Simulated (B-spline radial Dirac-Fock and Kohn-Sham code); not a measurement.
## Neutral iodine: differential elastic cross section for positrons at 125 eV

Calculated with a radial B-spline solver, using relativistic (Dirac) partial waves in the static field of the Dirac-Fock atom, without polarisation or absorption potentials. Below a few hundred eV the neglected polarisation potential matters, most of all at small angles.

```
θ (°)  dσ/dΩ (a₀²/sr)
    5            50.9
   10            36.8
   15            22.4
   20            12.2
   25            6.59
   30            3.86
   35            2.57
   40            1.89
   45            1.46
   50            1.16
   55           0.932
   60           0.759
   65           0.629
   70           0.529
   75           0.451
   80           0.390
   85           0.342
   90           0.303
   95           0.270
  100           0.244
  105           0.222
  110           0.203
  115           0.188
  120           0.175
  125           0.164
  130           0.155
  135           0.147
  140           0.141
  145           0.135
  150           0.130
  155           0.127
  160           0.124
  165           0.122
  170           0.120
  175           0.119
```

The total elastic cross section is 20.0 a₀², the first transport cross section 4.23 a₀² and the second, weighted with (3/2) sin²θ, 7.30 a₀². The mean deflection is ⟨1 − cos θ⟩ = 0.211, and 5.9 % of the collisions scatter beyond 90°.
